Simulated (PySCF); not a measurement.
Start geometry of `CC[C@@]1(F)CC[Se]1` from GFN2-xTB (Å):
```
atom  x, y, z in Å
C1    -2.3490    0.0375    0.0278
C2    -1.0433   -0.7463    0.0493
C3     0.0961    0.0986    0.5777
F4    -0.1681    0.4685    1.8727
C5     1.5248   -0.4392    0.4616
C6     2.2285    0.8238   -0.0352
Se7    0.5337    1.7484   -0.4928
H8    -2.6219    0.3478    1.0337
H9    -2.2292    0.9309   -0.5884
H10   -3.1520   -0.5667   -0.3854
H11   -0.7867   -1.0770   -0.9589
H12   -1.1394   -1.6262    0.6923
H13    1.5680   -1.2442   -0.2714
H14    1.9035   -0.8115    1.4142
H15    2.7426    1.3731    0.7515
H16    2.8847    0.6915   -0.8928
```

**Question.** What comes out of this run: PBE0-D3(BJ)/def2-SVP geometry optimisation, gas phase (PySCF 2.14.0)?

**Answer.** 
```
atom  x, y, z in Å
C1    -2.334    0.305   -0.011
C2    -1.078   -0.543   -0.095
C3     0.093    0.055    0.644
F4    -0.251    0.189    1.966
C5     1.458   -0.629    0.505
C6     2.352    0.568    0.159
Se7    0.804    1.765   -0.091
H8    -2.621    0.475    1.037
H9    -2.174    1.289   -0.483
H10   -3.177   -0.178   -0.526
H11   -0.781   -0.698   -1.144
H12   -1.257   -1.542    0.343
H13    1.439   -1.376   -0.303
H14    1.730   -1.144    1.439
H15    2.991    0.912    0.983
H16    2.955    0.455   -0.751
```

The energy falls by 4.2 kJ/mol over 8 energy and gradient evaluations, the largest force component goes from 0.0158 to 1.3e-04 Eh/bohr, and the atoms move by 0.089 Å rms after alignment. The bond that changes most is C3–Se7 (ends: sp3 C–F carbon; selenium bonded to 2 C), which shortens by 0.023 Å. Bonds longer at the end by more than 0.005 Å: 9 of 16; shorter: 4. Among the angles that change most is F4–C3–Se7, from 108.8° to 111.2°. Rotational constants go from 2524, 1534, 1201 to 2575, 1495, 1192 MHz. The orientation of the end geometry is arbitrary; only internal coordinates are fixed.

The run used 161 basis functions and 50 SCF cycles in all.

Whether it is a minimum is left open (no frequencies). One conformer, not necessarily the lowest.
